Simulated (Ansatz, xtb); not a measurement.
Species: YO (charge 0, doublet). The spin state was set by rule; other spins were not relaxed. SMILES: [O]=[Y]
Structure (B3LYP-D3(BJ)/def2-TZVP (Ansatz, a program for electronic structure) minimum search):
```xyz
2

Y      0.0000     0.0000    -0.3067
O      0.0000     0.0000     1.4952
```
Charge 0, spin multiplicity 2.

Harmonic wavenumbers from GFN2-xTB (xtb, at its own minimum), cm⁻¹: 428.

Question: Give the harmonic wavenumbers at B3LYP-D3(BJ)/def2-TZVP (Ansatz, finite differences of forces, unscaled).

Answer: 872 cm⁻¹. Zero-point energy 1.2 kcal/mol.

Question: From these and the geometry, give the ideal-gas thermochemistry at 298.15 K and 1 atm (rigid rotor, harmonic oscillator).

Answer: Point group C∞v, rotational symmetry number 1. Rotational constants 11.48, 11.48 GHz. S(trans) 39.86, S(rot) 14.49, S(vib) 0.16, S(elec, spin only) 1.38, S 55.9 cal/(mol K). H(298) - H(0) 2.11 kcal/mol; G - E(el) -13.3 kcal/mol.
